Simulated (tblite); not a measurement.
Species: C₅H₉N₃.
Cartesian coordinates in Å at the GFN2-xTB level; atoms count from 1:
```xyz
17
C5H9N3 angstrom
C     -2.5039   -0.8378    0.1917
C     -1.8313    0.3838   -0.4286
N     -0.4904    0.5429    0.0614
C      0.6158   -0.1619   -0.2725
C      1.6155    0.3632    0.5195
C      3.0515   -0.0041    0.6043
N      1.0582    1.3369    1.2733
N     -0.1866    1.4332    0.9958
H     -3.5163   -0.9353   -0.1897
H     -2.5444   -0.7333    1.2730
H     -1.9521   -1.7435   -0.0500
H     -1.8014    0.2895   -1.5185
H     -2.3740    1.2925   -0.1598
H      0.6117   -0.9326   -1.0141
H      3.3161   -0.6800   -0.2053
H      3.2577   -0.4926    1.5556
H      3.6669    0.8909    0.5472
```

Computed values, GFN2-xTB/tblite, gas phase, harmonic and unscaled. This tight-binding method is rough: wavenumbers can miss measured ones by several per cent, in bad cases by 10 to 20. One conformer, not necessarily the lowest. The optimisation stopped once no atom felt more than 0.01 eV/Å.

Lowest wavenumbers of the output (negative numbers stand for imaginary wavenumbers):
```
mode    cm-1
  1     -34.0
  2      47.5
  3     112.5
  4     184.4
  5     251.9
  6     273.3
  7     372.3
  8     409.6
```

**Question.** Is this structure a minimum?

**Answer.** Not by this Hessian. 1 mode is imaginary beyond 20i (34i cm⁻¹), so at this level the point lies at or near a first-order saddle. The curvature is small, so loose convergence or finite differences may be the whole cause.

**Question.** Which atoms move in the imaginary mode?

**Answer.** 34i: H17 (methyl hydrogen) 34 %, H16 (methyl hydrogen) 33 %, H15 (methyl hydrogen) 29 %. These are shares of the mass-weighted motion.

**Question.** What is the remedy?

**Answer.** Step along that mode in both directions, optimise again with tighter thresholds and repeat the frequencies. The zero-point energy of this point (87.9 kcal/mol) counts the 44 real modes alone, and thermal corrections from it aren't those of a minimum.
